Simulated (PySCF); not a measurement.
A structure optimised at PBE-D3(BJ)/def2-SVP, used in a PySCF frequency run:

```
Si
F 1 1.6200
F 1 1.6200 2 109.50
N 1 1.7050 2 108.44 3 118.15
H 4 1.0227 1 119.20 2 -168.32
H 4 1.0227 5 111.34 1 144.91
Br 1 2.2218 2 106.48 3 -114.74
```
Charge 0, spin multiplicity 1.

Write its SMILES, formula and point group.

N[Si](F)(F)Br, BrF₂H₂NSi, Cs

What are its rotational constants (standard atomic weights)?

3.7747, 1.4704, 1.4619 GHz
